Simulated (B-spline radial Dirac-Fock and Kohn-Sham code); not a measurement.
**Ni³⁺ 3d3/2: cross section and angular parameters**

System: Ni³⁺, [Ar] 3d7; threshold 55.53 eV (orbital energy of the model). Model: Dirac-Hartree-Slater photoionisation with a Latter tail; cross sections with all multipoles, angular parameters from the dipole term and its interference with E2. Program: a radial B-spline solver.

The run's input, task.json:

```json
{"items": [{
  "Z": 28,
  "q": 3,
  "cfg": [[1, 0, 2], [2, 0, 2], [2, 1, 6], [3, 0, 2], [3, 1, 6], [3, 2, 7]],
  "A": 58,
  "rrms": 3.7757,
  "do": "xps",
  "hv": [77.6, 97.0, 149.0, 158.0, 175.0, 190.0, 200, 245.0, 428.0, 430.0, 478.0, 482.0, 497.0, 523.0, 576.0, 600, 800, 1000, 1230.0, 1253.6, 1340.0, 1486.9, 1740.0, 3410.0, 3520.0, 4270.0, 5370.0, 5414.7, 8160.0, 15000]
}]}
```

Run with: `python xray2_run.py task.json out`

```
hν (eV)    σ (kb)      β       γ      δ
   77.6      3100  0.354  -0.004  0.011
     97      2660  0.559   0.002  0.014
    149      1490  0.893   0.019  0.018
    158      1330  0.929   0.024  0.019
    175      1090  0.989   0.030  0.021
    190       920  1.032   0.038  0.022
    200       825  1.058   0.043  0.023
    245       522  1.139   0.068  0.026
    428       120  1.233   0.175  0.037
    430       119  1.233   0.176  0.037
    478      87.4  1.232   0.204  0.040
    482      85.3  1.232   0.206  0.040
    497      77.9  1.231   0.215  0.041
    523      67.0  1.228   0.229  0.042
    576      50.1  1.218   0.258  0.045
    600      44.3  1.213   0.270  0.047
    800      17.8  1.156   0.366  0.058
   1000      8.49  1.092   0.445  0.071
   1230      4.17  1.020   0.516  0.085
 1253.6      3.91  1.013   0.522  0.086
   1340      3.09  0.989   0.545  0.091
 1486.9      2.14  0.949   0.580  0.101
   1740      1.21  0.888   0.631  0.116
   3410         ?      ?       ?      ?
   3520    0.0828  0.627   0.846  0.222
   4270    0.0381  0.562   0.897  0.262
   5370    0.0149  0.489   0.951  0.318
 5414.7    0.0144  0.487   0.953  0.321
   8160   0.00254  0.367   1.012  0.445
  15000  0.000178  0.238   1.023  0.691
```

**Question.** Give the values at 3410 eV.

**Answer.** σ = 0.0939 kb, β = 0.638, γ = 0.837, δ = 0.216.

Values without a named source are computed, but for edge energies of neutral atoms, which are taken from tables.
